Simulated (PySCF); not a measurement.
Radial density of Ca⁺ (calcium, charge +1)

M06-L, [Ar] 4s1, 2S determinant. Calculation: PySCF 2.14, in aug-cc-pwCVTZ-X2C; scalar relativity by spin-free X2C-1e.

```csv
r (bohr),4πr²ρ (e/bohr),4πr²(ρα − ρβ)
0.00107,0.09448,0.0000
0.00180,0.2478,0.0001
0.00303,0.6392,0.0003
0.00509,1.600,0.0008
0.00857,3.801,0.0019
0.0144,8.266,0.0040
0.0242,15.45,0.0071
0.0408,22.43,0.0086
0.0686,22.24,0.0040
0.115,17.08,0.0013
0.194,22.03,0.0214
0.326,21.70,0.0153
0.549,7.282,0.0177
0.923,7.623,0.0714
1.55,4.192,-0.0100
2.61,0.6368,0.3163
4.39,0.2209,0.2201
7.39,0.008428,0.0084
12.4,1.921e-05,0.0000
```

Densities and radii are taken from the X2C orbitals without a picture-change correction, which distorts them close to the nucleus.

Question: Where is the radial spin density 4πr²(ρα − ρβ) most negative, and why is it negative at all?

Answer: Around r = 1.55 bohr, down to -0.0100 e/bohr: exchange with the open shell polarises the paired shells in an unrestricted calculation.
